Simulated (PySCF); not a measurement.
Input of a response calculation (the driver script's job line, then coordinates in Å):

```
{"job": {"kind": "uv", "xc": "B3LYP", "basis": "def2-SVPD", "nstates": 8, "ntriplets": 3}, "charge": 0, "multiplicity": 1}
Si     1.650705     0.539891     0.405942
Se     0.028525     0.781093    -1.182587
Si    -1.646787    -0.522194    -0.342077
H      1.996856    -0.875501     0.493836
H      2.750353     1.356771    -0.080966
H      1.117283     1.014591     1.679021
H     -1.145511    -1.887778    -0.219340
H     -2.716934    -0.404187    -1.319216
H     -2.020928     0.003307     0.967445
```

Its output, with some lines taken out ([cut]) and without the SCF cycles:

```
converged SCF energy = -2983.7832272458

[cut]

Singlet excitations
state   eV       nm        f      main configurations
[cut]
[cut]
[cut]
  4   6.0739    204.1   0.00125   H->L+3 0.90, H->L+2 0.10
  5   6.3454    195.4   0.02328   H->L+4 0.89, H-1->L+1 0.10
  6   6.5679    188.8   0.00000   H->L+5 0.99
[cut]
  8   6.8617    180.7   0.00079   H->L+6 0.88, H-1->L 0.09

Triplet excitations (Tamm-Dancoff, eV): 4.6645 5.0626 5.6020
```

Method: PySCF 2.14.0, density-fitted response routines, TDDFT B3LYP/def2-SVPD, vertical, gas phase, core orbitals frozen in the response. Geometry: GFN2-xTB; no solvent, vibrations or thermal averaging. The B3LYP/def2-SVPD calculation is non-relativistic and has no spin–orbit coupling, an omission that weighs most on selenium.

**Question.** Restore the lines that were cut, in order.

**Answer.** 
```
Static polarisability (au): isotropic 85.848, principal 70.994 81.430 105.119
  1   4.9790    249.0   0.01842   H->L 0.99
  2   5.3430    232.0   0.00000   H->L+1 0.98
  3   5.6783    218.3   0.00003   H->L+2 0.89, H->L+3 0.10
  7   6.5901    188.1   0.08676   H-1->L 0.88, H->L+6 0.10
```

**Question.** What is the polarisability anisotropy, √(½[(α1 − α2)² + (α2 − α3)² + (α3 − α1)²])?

**Answer.** 30.29 au.

**Question.** How much of the mean polarisability do the listed states account for?

**Answer.** The sum over states Σ f/ΔE² (ΔE in hartree) gives 2.50 au, 3% of the total; the rest comes from higher roots of the same response equations.

**Question.** Give the energy of state 3 in hartree, cm⁻¹ and kJ/mol.

**Answer.** 0.20867 hartree, 45799 cm⁻¹, 547.9 kJ/mol.

**Question.** Write the structure that the coordinates describe.

**Answer.** silylselanylsilane, `[SiH3][Se][SiH3]` (H6SeSi2), point group C2v.

H and L stand for HOMO and LUMO.
